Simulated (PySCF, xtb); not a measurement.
CH6ClFSi2, SMILES C[Si@@](F)([SiH3])Cl.

Harmonic wavenumbers (cm⁻¹) from GFN2-xTB in xtb 6.7.1 at its own minimum, in rising order: 21, 95, 98, 119, 165, 198, 211, 393, 456, 470, 525, 727, 766, 777, 790, 796, 824, 831, 1375, 1471, 1476, 2244, 2247, 2252, 3019, 3040, 3046.

Task: What does PBE-D3(BJ)/def2-SVP run with PySCF give at its own minimum? (Estimate from the structure and the level; the computed values follow.)

Result: 102, 105, 125, 149, 188, 226, 236, 402, 484, 490, 541, 704, 758, 765, 835, 873, 897, 902, 1216, 1372, 1373, 2154, 2168, 2180, 2978, 3084, 3087. Paired by order, the mean absolute difference is 49 cm⁻¹ and the zero-point energies are 40.6 and 40.6 kcal/mol.
